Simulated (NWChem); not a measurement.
GaH2Cl; SMILES [Cl][GaH2]

Program: NWChem. Geometry: optimised at B3LYP/6-31G* (spherical d). Level: PBE0/aug-cc-pVDZ; rows give the wavelength of the field.

For field 589 nm:

- isotropic polarisability (bohr³) = 45.8
- anisotropy (bohr³) = 18.8

Question: What are these values for field static?

Answer: 
- isotropic polarisability (bohr³) = 44.0
- anisotropy (bohr³) = 17.6
